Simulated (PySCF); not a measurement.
Excitation energy of Hf by level of theory

Hf [Xe] 4f14 5d2 6s2 (3F) → Hf [Xe] 4f14 5d4 (5D), as a difference of total energies. Computed with PySCF 2.14 in def2-QZVPPD with the def2 core potential (60 electrons) (7s6p4d3f2g, 84 functions), with a scalar-relativistic core potential. Correlated levels: valence and next inner shell: nothing frozen outside the core potential. The calculations carry no spin-orbit coupling.

| method | excitation energy (cm⁻¹) |
| --- | --- |
| UHF | 35943 |
| MP2 (valence and next inner shell) | 39172 |
| SCS-MP2 (valence and next inner shell) | 43788 |
| CCSD (valence and next inner shell) | 39543 |
| CCSD(T) (valence and next inner shell) | 39991 |
